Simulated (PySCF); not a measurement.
C₃H₇NOSi, SMILES C[C@@H](C#N)[SiH2]O.

Coordinates come from a B3LYP-D3(BJ)/def2-SVP optimisation. The structure was generated by enumeration; whether it is a known compound was not checked. One conformer was computed; it need not be the lowest.

Two levels are set side by side: PBE/def2-TZVP (PySCF) and ωB97X/def2-TZVP (PySCF). Same geometry, gas phase. Differences are taken from unrounded values.

```
quantity                      ωB97X
---------------------------  ------
orbital gap (eV)              12.89
highest occupied level (eV)  -10.89
lowest empty level (eV)        2.00
dipole moment (D)              3.12
mean polarisability (bohr³)    66.0
```

Q: What does PBE give, and how far is it from ωB97X? (The exact figures need the calculation; the answer reports its results.)

A: 
```
quantity                       PBE  PBE minus ωB97X
---------------------------  -----  ---------------
orbital gap (eV)              6.23            -6.66
highest occupied level (eV)  -7.20             3.69
lowest empty level (eV)      -0.98            -2.98
dipole moment (D)             3.01            -0.11
mean polarisability (bohr³)   69.3              3.3
```

Without exact exchange PBE keeps part of each electron's self-repulsion, which lifts occupied levels and narrows the gap. PBE's more diffuse valence density responds more strongly to a field. Differences between two approximate levels are no errors against the true value.

Rough cost on one machine, each run with all the roots and properties that it gave: ωB97X against PBE within a factor of 2.
